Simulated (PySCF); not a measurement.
**Electronic structure of Ne (neon, neutral) at the UHF level**

Configuration: [Ne], closed-shell 1S. Computed with PySCF 2.14 in def2-SVP, with no relativity, point nucleus.

```json
{
  "Total energy": "-128.376407 hartree",
  "One-electron energy": "-182.4493 hartree",
  "Hartree (Coulomb) energy": "66.1783 hartree",
  "Exchange energy": "-12.1055 hartree",
  "Kinetic energy": "128.37641 hartree",
  "⟨S²⟩": "0.0000",
  "⟨L²⟩": "0.000",
  "Sum of ⟨r⟩": "7.842 bohr",
  "Sum of ⟨r²⟩": "9.099 bohr²",
  "Density at the nucleus (Gaussians lack the cusp)": "560 bohr⁻³",
  "Langevin diamagnetic susceptibility": "-7.21 ×10⁻⁶ cm³/mol",
  "Time after the integrals": "0.06 s of wall time on 1 thread of Neoverse-N1 (shared host)"
}
```

```
shell  electrons  mean orbital energy (hartree)  rms radius, mean of both spins (bohr)
   1s          2                      -32.75285                                  0.183
   2s          2                       -1.88224                                  0.993
   2p          6                       -0.83889                                   1.08
```
